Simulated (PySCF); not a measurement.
## Dipole response of P²⁺ (phosphorus, charge +2)

[Ne] 3s2 3p1, 2P determinant. All numbers are calculated (PySCF 2.14, the spin-free X2C one-electron Hamiltonian (Gaussian nucleus), in aug-cc-pCVQZ-DK). Coupled (time-dependent) response in atomic units; α is the mean over directions.

```
method  mean α (bohr³)         α xx, yy, zz  C₆ (like pair)  S(−4)
   UHF           9.523  9.757, 9.053, 9.757           34.94  39.79
   PBE           9.155  9.313, 8.840, 9.313           32.97  35.87
  PBE0           9.225  9.415, 8.845, 9.415           33.35  36.49
```

S(−4) is the Cauchy moment in α(ω) = α(0) + S(−4) ω² + …

α(iu) at UHF:

| u (hartree) | α(iu) (bohr³) |
| --- | --- |
| 0 | 9.523 |
| 0.0500 | 9.424 |
| 0.100 | 9.144 |
| 0.200 | 8.189 |
| 0.300 | 7.000 |
| 0.500 | 4.828 |
| 0.750 | 3.055 |
| 1.00 | 2.053 |
| 1.50 | 1.105 |
| 2.00 | 0.7032 |
| 3.00 | 0.3782 |
| 5.00 | 0.1820 |

A single London oscillator, α(iu) = α/(1 + u²/ω²), gives C₆ = (3/4) ω α². Matching the computed C₆ needs ω = 4 × 34.94 / (3 × 9.523²) = 0.514 hartree.

For an ion, C₆ is the dispersion term alone; charge-induced terms of lower order in 1/R come first.

The components differ because the open shell of this determinant is not spherical; for a pure term their mean is the scalar polarisability.
